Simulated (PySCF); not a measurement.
HgI2, SMILES [I][Hg][I]. Atoms are numbered in the order given.

```xyz
3

Hg     0.0000     0.0000     0.0000
I      0.0000     0.0000    -2.6330
I      0.0000     0.0000     2.6330
```
Charge 0, spin multiplicity 1.

Coordinates come from a PBE-D3(BJ)/def2-SVP optimisation. The isomer is the one that the SMILES or the coordinates give; other isomers of the formula were not compared. The def2 effective core potentials stand for the cores of Hg, I; spin–orbit coupling is left out.

Calculation: PBE-D3(BJ)/def2-SVP (PySCF).

Frequencies are harmonic and unscaled.

Modes within 1.5 cm⁻¹ of each other (mostly degenerate sets) share a row, with their intensities summed.

```csv
mode,ν (cm⁻¹),IR (km/mol),moving atoms (share of kinetic energy)
1–2,49,1.2,"Hg 56 %, I 44 %"
3,143,0.0,I 100 %
4,218,19.6,"Hg 56 %, I 44 %"
```
